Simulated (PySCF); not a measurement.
Predicted microwave data (CAM-B3LYP/def2-SVPD in PySCF (dipole) on a GFN2-xTB geometry, gas phase) for one isomer of H8O2SSi4:

| Quantity | Value |
| --- | --- |
| Rotational constants | A = 1926, B = 727.4, C = 593.3 MHz |
| Dipole components | \|μa\| = 1.51 D, \|μb\| = 1.83 D, \|μc\| = 0.32 D |
| Inertial defect | -105.24 u·Å² |
| κ | -0.80 |

Question: Which structure is it? (One computed conformer of each.)
A. `[SiH3:1][O:2][Si@@H:3]1[O:4][SiH2:5][SiH2:6][S:7]1` with Si1–O2–Si3–O4 60°, O2–Si3–O4–Si5 -101°, Si3–O4–Si5–Si6 -9°, O4–Si5–Si6–S7 -3°, Si5–Si6–S7–Si3 10°
B. `[SiH3:1][S:2][SiH:3]1[O:4][SiH2:5][SiH2:6][O:7]1` with Si1–S2–Si3–O4 -136°

Answer: B. It is [SiH3]S[SiH]1O[SiH2][SiH2]O1, an asymmetric top, point group C1. The candidates at the same level (rigid rotor, commonest isotopes):

```
                        SMILES  A (MHz)  B (MHz)  C (MHz)  μa (D)  μb (D)  μc (D)  Δ (u·Å²)  point group           rotor
  [SiH3]S[SiH]1O[SiH2][SiH2]O1     1926    727.4    593.3    1.51    1.83    0.32   -105.24           C1  asymmetric top
[SiH3]O[Si@@H]1O[SiH2][SiH2]S1     1485    772.2    679.3    0.79    1.21    1.34   -250.73           C1  asymmetric top
```

`[SiH3]O[Si@@H]1O[SiH2][SiH2]S1` has A 23 % too low. No structure here is proved a minimum.
